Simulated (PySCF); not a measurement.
Simulated C 1s region for `C1CC(=C)/C1=C\C`, binding energy against the vacuum level.

Every computed line was given a Gaussian of 0.6 eV full width at half maximum and an area set by the number of equivalent atoms; the highest printed point is 100. The calculation used PySCF 2.14.0, delta-SCF UKS SCAN, pcX-2 on the ionised atom, pcseg-1 elsewhere, spin-free X2C.

binding energy (eV), intensity and a bar:
```
    288.6          0 
    288.7          0 
    288.8          1 
    288.9          3 #
    289.0          7 ##
    289.1         13 ####
    289.2         21 ######
    289.3         31 #########
    289.4         41 ############
    289.5         50 ###############
    289.6         57 #################
    289.7         62 ###################
    289.8         67 ####################
    289.9         72 ######################
    290.0         79 ########################
    290.1         88 ##########################
    290.2         96 #############################
    290.3        100 ##############################
    290.4         98 #############################
    290.5         89 ###########################
    290.6         73 ######################
    290.7         55 ################
    290.8         37 ###########
    290.9         22 #######
    291.0         12 ####
    291.1          6 ##
    291.2          2 #
    291.3          1 
    291.4          0 
    291.5          0
```

**Question.** Count the maxima, the lines and the sites behind this envelope.

**Answer.** The curve has 1 maximum (at 290.3 eV). Under it lie 7 lines from 7 inequivalent carbon sites. At this width some lines have no maximum of their own.

**Question.** Decompose the envelope and assign each component. Numbering: `[CH2:1]=[C:2]1[CH2:3][CH2:4]/[C:5]1=[CH:6]/[CH3:7]`.

**Answer.** 
| position (eV) | relative area | line | atoms | environment |
| --- | --- | --- | --- | --- |
| 289.44 | 1 | C 1s | C1 | terminal =CH2 carbon |
| 289.71 | 1 | C 1s | C6 | alkene CH carbon |
| 289.97 | 1 | C 1s | C5 | fully substituted alkene carbon |
| 290.21 | 1 | C 1s | C2 | fully substituted alkene carbon |
| 290.38 | 1 | C 1s | C4 | allylic carbon |
| 290.40 | 1 | C 1s | C3 | allylic carbon |
| 290.62 | 1 | C 1s | C7 | allylic carbon |

**Question.** What are the centre and the root-mean-square width of the whole band?

**Answer.** The area-weighted mean of the lines is 290.10 eV. Their own spread about it is 0.39 eV (rms) and each Gaussian has σ = 0.6/2.355 = 0.25 eV; the variances add, which gives 0.47 eV.

The listed C 1s values span 1.18 eV, from C1 (bonded to C (double bond) and 2 H) to C7 (bonded to C and 3 H). The widest gap between neighbouring values is 0.27 eV, between 289.44 and 289.71 eV. Summing the Pauling electronegativity differences to the bonded atoms, each weighted by its formal bond order, gives -0.70 for the lowest site and -1.05 for the highest; the largest sum, 0.00, belongs to C2, 0.41 eV below the top. The smallest sum, -1.05, belongs to C7, 1.18 eV above the lowest. The values 290.38 and 290.40 eV lie too close for their order to be trusted.

No satellites, vibrations or lifetime broadening are included. The unrestricted hole states depart most from a pure doublet (⟨S²⟩ = 0.75; over 0.85 named) for C 1s of C2 (0.95) and C 1s of C5 (0.89), which makes these values less certain. Isolated species at its PBE0-D3(BJ)/def2-SVP geometry, gas phase.

The run took 2.0 min of wall time on one thread, Arm Neoverse V1 (shared host).
